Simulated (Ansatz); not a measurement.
F$_{3}$H$_{2}$NSn, SMILES `[NH2][Sn]([F])([F])[F]`. Charge 0, multiplicity 1. Sn takes the def2 core potential. The geometry is a stationary point of PBE0-D4/def2-TZVP. It is one conformer, not always the lowest.

```xyz
7

N    -0.612    1.146    0.330
Sn    0.143   -0.615   -0.178
F    -0.401   -1.084   -1.925
F     2.031   -0.795   -0.190
F    -0.461   -1.959    1.005
H    -0.354    1.425    1.269
H    -0.346    1.883   -0.311
```

Q: What is the dipole moment at PBE/def2-TZVPP? (Best estimate.)

A: Ansatz gave: 3.67 D, with components (-0.21, 3.52, 1.02) D in this frame, pointing from negative to positive charge.

Q: And with r2SCAN, B3LYP, ωB97M-V? (Best estimate.)

A: The calculation gave: r2SCAN 3.74 D, B3LYP 3.79 D, ωB97M-V 3.75 D.

Q: Give the Mulliken charges with PBE, r2SCAN, B3LYP in def2-TZVPP. (Estimate.)

A: Ansatz gave: 
| atom | PBE | r2SCAN | B3LYP |
| --- | --- | --- | --- |
| N1 | -0.47 | -0.51 | -0.48 |
| Sn2 | 1.38 | 1.53 | 1.54 |
| F3 | -0.41 | -0.45 | -0.46 |
| F4 | -0.41 | -0.45 | -0.46 |
| F5 | -0.41 | -0.45 | -0.46 |
| H6 | 0.16 | 0.17 | 0.15 |
| H7 | 0.16 | 0.17 | 0.15 |

B3LYP here is the variant with VWN-RPA as its local correlation; programs differ in this.
